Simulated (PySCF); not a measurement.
PySCF input file for Si(CCH)2(F)(H) (C4H3FSi), SMILES C#C[SiH](F)C#C, ωB97X-D3(BJ)/def2-SVP. Geometry optimised at ωB97X-D3(BJ)/def2-SVP. The structure was generated by enumeration, and PubChem lists no compound with its InChIKey, so it may never have been made.

```python
import numpy as np
from pyscf import gto, scf, dft, df
from pyscf.hessian import thermo

mol = gto.M(
    atom='''
    Si    0.41265444    0.47029724   -0.00000000
    F    -0.52467859    1.79549861   -0.00000001
    C     0.03234652   -0.51179124   -1.49531214
    C    -0.20315474   -1.16776916   -2.48903284
    C     0.03234652   -0.51179123    1.49531215
    C    -0.20315475   -1.16776915    2.48903285
    H     1.82337691    0.91189725   -0.00000000
    H    -0.41436653   -1.75041065   -3.37068927
    H    -0.41436652   -1.75041064    3.37068929
    ''',
    basis='def2-SVP',
    charge=0,
    spin=0,
    max_memory=1600,
    verbose=3,
)
mf = dft.RKS(mol, xc='wb97x-d3bj').density_fit(auxbasis='def2-universal-jkfit')
mf.grids.level = 3
mf.conv_tol = 1e-11
mf.max_cycle = 100
mf.kernel()

# [left out here: the lines that compute and print the analytic Hessian (its translational invariance restored by hand, since the grid's response is missing), thermochemistry and intensities]
```

Output:

```
converged SCF energy = -543.308918279575

WARN: DFTD3 does not support analytical Hessian, using finite difference


WARN: Mole.unit (angstrom) is changed to Bohr

Mode                                 0                   1                   2
Irrep
Freq [cm^-1]                       94.1279            150.3120            161.1042
Reduced mass [au]                   4.2848              4.6885              5.6099
Force const [Dyne/A]                0.0224              0.0624              0.0858
Char temp [K]                     135.4291            216.2655            231.7930
Normal mode                   x     y     z       x     y     z       x     y     z
       0  Si                 0.01  0.06 -0.00   -0.07 -0.02  0.00   -0.00 -0.00 -0.05
       1   F                 0.01  0.06  0.00    0.07  0.08 -0.00    0.00  0.00  0.15
       2   C                 0.00  0.01  0.03   -0.09 -0.00 -0.01   -0.05  0.03 -0.06
       3   C                -0.02 -0.11  0.12    0.10 -0.03 -0.03    0.05 -0.08 -0.01
       4   C                 0.00  0.01 -0.03   -0.09 -0.00  0.01    0.05 -0.03 -0.06
       5   C                -0.02 -0.11 -0.12    0.10 -0.03  0.03   -0.05  0.08 -0.01
       6   H                 0.01  0.07 -0.00   -0.03 -0.14  0.00   -0.00 -0.00 -0.12
       7   H                -0.03 -0.21  0.19    0.25 -0.06 -0.05    0.14 -0.18  0.04
       8   H                -0.03 -0.21 -0.19    0.25 -0.06  0.05   -0.14  0.18  0.04
Mode                                 3                   4                   5
Irrep
Freq [cm^-1]                      236.5760            341.7094            386.5810
Reduced mass [au]                   3.9400              7.1327              6.3798
Force const [Dyne/A]                0.1299              0.4907              0.5617
Char temp [K]                     340.3802            491.6438            556.2040
Normal mode                   x     y     z       x     y     z       x     y     z
       0  Si                -0.00 -0.00 -0.01    0.00 -0.00  0.03    0.03 -0.03 -0.00
       1   F                 0.00  0.00 -0.01    0.00  0.00 -0.10   -0.01 -0.07 -0.00
       2   C                -0.12 -0.08  0.08   -0.10  0.13 -0.01   -0.04  0.14 -0.10
       3   C                 0.05  0.03 -0.04    0.03  0.01  0.04    0.00 -0.03 -0.00
       4   C                 0.12  0.08  0.08    0.10 -0.13 -0.01   -0.04  0.14  0.10
       5   C                -0.05 -0.03 -0.04   -0.03 -0.01  0.04    0.00 -0.03  0.00
       6   H                -0.00 -0.00 -0.20    0.00 -0.00  0.05    0.06 -0.11 -0.00
       7   H                 0.19  0.13 -0.14    0.13 -0.10  0.09    0.04 -0.17  0.08
       8   H                -0.19 -0.13 -0.14   -0.13  0.10  0.09    0.04 -0.17 -0.08
Mode                                 6                   7                   8
Irrep
Freq [cm^-1]                      431.4655            617.5630            693.1450
Reduced mass [au]                   7.9453              8.4603              4.9393
Force const [Dyne/A]                0.8715              1.9011              1.3982
Char temp [K]                     620.7828            888.5357            997.2814
Normal mode                   x     y     z       x     y     z       x     y     z
       0  Si                 0.08  0.01  0.00    0.08  0.08 -0.00   -0.00 -0.00 -0.12
       1   F                -0.02 -0.07 -0.00   -0.03  0.03  0.00    0.00  0.00  0.00
       2   C                -0.12  0.00  0.10   -0.05 -0.06 -0.06    0.04  0.04  0.06
       3   C                 0.03  0.04  0.05   -0.02 -0.06 -0.09    0.02  0.06  0.08
       4   C                -0.12  0.00 -0.10   -0.05 -0.06  0.06   -0.04 -0.04  0.06
       5   C                 0.03  0.04 -0.05   -0.02 -0.06  0.09   -0.02 -0.06  0.08
       6   H                 0.08 -0.01  0.00    0.05  0.16 -0.00   -0.00  0.00 -0.35
       7   H                 0.15  0.07 -0.00    0.01 -0.05 -0.11   -0.02  0.05  0.10
       8   H                 0.15  0.07  0.00    0.01 -0.05  0.11    0.02 -0.05  0.10
Mode                                 9                  10                  11
Irrep
Freq [cm^-1]                      777.5941            778.3463            790.7136
Reduced mass [au]                   1.3083              1.3124              1.3138
Force const [Dyne/A]                0.4661              0.4685              0.4840
Char temp [K]                    1118.7848           1119.8671           1137.6608
Normal mode                   x     y     z       x     y     z       x     y     z
       0  Si                -0.00  0.00  0.01    0.00 -0.00 -0.00    0.00 -0.00  0.00
       1   F                 0.00 -0.00 -0.00    0.00 -0.00  0.00   -0.00  0.00 -0.00
       2   C                -0.03 -0.02  0.02    0.03  0.02 -0.02   -0.03  0.03 -0.01
       3   C                 0.06  0.05 -0.05   -0.07 -0.05  0.05    0.07 -0.06  0.02
       4   C                 0.03  0.02  0.02    0.03  0.02  0.02    0.03 -0.03 -0.01
       5   C                -0.06 -0.05 -0.05   -0.07 -0.05 -0.05   -0.07  0.06  0.02
       6   H                -0.00  0.00 -0.02   -0.00  0.02  0.00    0.00 -0.00 -0.03
       7   H                -0.42 -0.32  0.30    0.43  0.30 -0.30   -0.42  0.40 -0.17
       8   H                 0.42  0.32  0.30    0.43  0.30  0.30    0.42 -0.40 -0.17
Mode                                12                  13                  14
Irrep
Freq [cm^-1]                      791.0495            841.4212            849.8273
Reduced mass [au]                   1.3131              1.2649              1.2894
Force const [Dyne/A]                0.4841              0.5276              0.5487
Char temp [K]                    1138.1441           1210.6178           1222.7123
Normal mode                   x     y     z       x     y     z       x     y     z
       0  Si                -0.00  0.00  0.00    0.00 -0.00 -0.08   -0.03  0.01 -0.00
       1   F                 0.00 -0.00 -0.00   -0.00  0.00  0.01    0.08 -0.06  0.00
       2   C                 0.03 -0.03  0.01   -0.03 -0.01  0.03   -0.02  0.01 -0.00
       3   C                -0.06  0.06 -0.03    0.01  0.01  0.01    0.00 -0.00 -0.00
       4   C                 0.03 -0.03 -0.01    0.03  0.01  0.03   -0.02  0.01  0.00
       5   C                -0.06  0.06  0.03   -0.01 -0.01  0.01    0.00 -0.00  0.00
       6   H                -0.01  0.03 -0.00    0.00 -0.00  0.88   -0.28  0.83  0.00
       7   H                 0.41 -0.41  0.17   -0.00  0.03  0.01   -0.01  0.00  0.00
       8   H                 0.41 -0.41 -0.17    0.00 -0.03  0.01   -0.01  0.00 -0.00
Mode                                15                  16                  17
Irrep
Freq [cm^-1]                      930.0455           2203.7865           2203.9325
Reduced mass [au]                   5.8459              5.7229              5.7331
Force const [Dyne/A]                2.9792             16.3759             16.4072
Char temp [K]                    1338.1284           3170.7581           3170.9681
Normal mode                   x     y     z       x     y     z       x     y     z
       0  Si                -0.06  0.11 -0.00   -0.00 -0.00  0.01    0.00  0.01  0.00
       1   F                 0.08 -0.12  0.00   -0.00 -0.00  0.00    0.00  0.00  0.00
       2   C                 0.01 -0.01 -0.00   -0.03 -0.08 -0.13   -0.03 -0.08 -0.13
       3   C                -0.00 -0.01 -0.01    0.02  0.06  0.10    0.02  0.06  0.10
       4   C                 0.01 -0.01  0.00    0.03  0.08 -0.13   -0.03 -0.08  0.13
       5   C                -0.00 -0.01  0.01   -0.02 -0.06  0.10    0.02  0.06 -0.10
       6   H                 0.09 -0.35  0.00    0.00 -0.00  0.01   -0.00  0.00  0.00
       7   H                -0.02  0.01 -0.02    0.04  0.12  0.18    0.04  0.12  0.18
       8   H                -0.02  0.01  0.02   -0.04 -0.12  0.18    0.04  0.12 -0.18
Mode                                18                  19                  20
Irrep
Freq [cm^-1]                     2327.6949           3469.5574           3469.7680
Reduced mass [au]                   1.0411              1.1657              1.1654
Force const [Dyne/A]                3.3234              8.2674              8.2665
Char temp [K]                    3349.0347           4991.9207           4992.2237
Normal mode                   x     y     z       x     y     z       x     y     z
       0  Si                 0.03  0.01  0.00   -0.00 -0.00 -0.00    0.00  0.00 -0.00
       1   F                 0.00  0.00 -0.00    0.00 -0.00  0.00    0.00 -0.00  0.00
       2   C                 0.00  0.00  0.00    0.00  0.01  0.02   -0.00 -0.01 -0.02
       3   C                -0.00 -0.00 -0.00   -0.01 -0.04 -0.06    0.01  0.04  0.06
       4   C                 0.00  0.00 -0.00   -0.00 -0.01  0.02   -0.00 -0.01  0.02
       5   C                -0.00 -0.00  0.00    0.01  0.04 -0.06    0.01  0.04 -0.06
       6   H                -0.93 -0.29  0.00    0.00 -0.00  0.00   -0.00 -0.00  0.00
       7   H                 0.00 -0.00 -0.00    0.13  0.35  0.53   -0.13 -0.35 -0.53
       8   H                 0.00 -0.00  0.00   -0.13 -0.35  0.53   -0.13 -0.35  0.53
temperature 298.1500 [K]
pressure 101325.00 [Pa]
Rotational constants [GHz] 3.94720 2.10586 1.49111
Symmetry number 1
Zero-point energy (ZPE) 0.05136 [Eh]   134856.947 [J/mol]
                           tot       elec      trans        rot        vib
Entropy [J/mol/K]       347.608      0.000    165.947    115.697     65.963
Cv [J/mol/K]            101.088      0.000     12.472     12.472     76.145
Cp [J/mol/K]            109.403      0.000     20.786     12.472     76.145
Internal energy [J/mol]                      3718.434   3718.434 146070.832
Internal energy [Eh]   -543.25045  -543.30892
Enthalpy [J/mol]                             6197.391   3718.434 146070.832
Enthalpy [Eh]          -543.24951
Gibbs free energy [J/mol]                  -43279.817 -30776.744 126404.013
Gibbs free energy [Eh] -543.28898
static polarisability / bohr^3: [[36.31   6.421 -0.   ]
 [ 6.421 48.133 -0.   ]
 [ 0.     0.    77.256]]
largest difference of analytic and finite-field dipole derivatives / e: 0.001511780068454982
mode   freq/cm-1   IR/(km/mol)   Raman/(A^4/amu)   depolarisation
   1       94.13         1.609            13.308            0.743
   2      150.31         3.249             6.177            0.745
   3      161.10         1.303             9.062            0.750
   4      236.58         2.722             7.959            0.750
   5      341.71        21.164             4.020            0.750
   6      386.58        27.571             6.925            0.704
   7      431.47        69.602             3.042            0.659
   8      617.56        72.819             7.973            0.087
   9      693.15       102.435             3.136            0.750
  10      777.59        24.355             1.337            0.750
  11      778.35        36.701             2.905            0.704
  12      790.71         1.055             2.380            0.750
  13      791.05        43.605             1.523            0.736
  14      841.42       329.585             5.692            0.750
  15      849.83        28.474             8.722            0.744
  16      930.05       256.299             2.965            0.322
  17     2203.79       109.983            62.311            0.750
  18     2203.93        41.059           177.355            0.147
  19     2327.69       103.956           148.500            0.163
  20     3469.56        63.720            24.665            0.750
  21     3469.77        26.206            58.562            0.113
max |gradient| / (hartree/bohr): 0.00016922467908528035
APT charges: [ 2.1073 -0.689  -0.6403 -0.1314 -0.6403 -0.1314 -0.3088  0.2169  0.2169]
```

The run converged.

Cost: around 4 core-minutes (rough).
